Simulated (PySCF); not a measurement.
**WH4 at several levels of theory**

Computed with PySCF 2.14.0 (density fitting, no spin-orbit coupling) at the geometry relaxed with PBE:

```xyz
5
WH4 (triplet)
W     0.0000    0.0000    0.0000
H     0.9888    0.9888    0.9888
H    -0.9888   -0.9888    0.9888
H     0.9888   -0.9888   -0.9888
H    -0.9888    0.9888   -0.9888
```

```
level                                basis    state  HOMO (eV)  gap (eV)  charge on W1 (e)  dipole about the centre of mass (D)  largest force component (eV/Å)
  PBE    W def2-SVP with ECP60, H def2-SVP  triplet      -5.24      2.06              0.59                                 0.00                            0.00
  PBE  W def2-TZVP with ECP60, H def2-TZVP  triplet      -5.25      2.05              0.37                                 0.00                            0.01
  PBE           W x2c-SVPall, H x2c-SVPall  triplet      -5.42      1.92              0.34                                 0.00                            0.24
```

HOMO and gap are taken over both spins. Charges are Mulliken's, which hang on the basis. The relaxation used the grid (50, 194), these runs (75, 302) or, all-electron (x2c bases, spin-free X2C Hamiltonian), (99, 590).

Problem. Order these levels, in the first row's basis, by the HOMO–LUMO gap they give here, smallest first.
A. TPSSh
B. BP86
C. CAM-B3LYP
D. wB97X

Solution. B (2.01 eV), A (3.51 eV), C (7.06 eV), D (9.11 eV).

Problem. And their other results?

Solution. 
```tsv
level	state	HOMO (eV)	gap (eV)	charge on W1 (e)	dipole about the centre of mass (D)	largest force component (eV/Å)
CAM-B3LYP	triplet	-8.18	7.06	0.81	0.00	0.05
TPSSh	triplet	-6.05	3.51	0.82	0.00	0.02
wB97X	triplet	-9.21	9.11	0.88	0.00	0.06
BP86	triplet	-5.34	2.01	0.62	0.00	0.01
```

Open shells may have lower solutions than the one found.
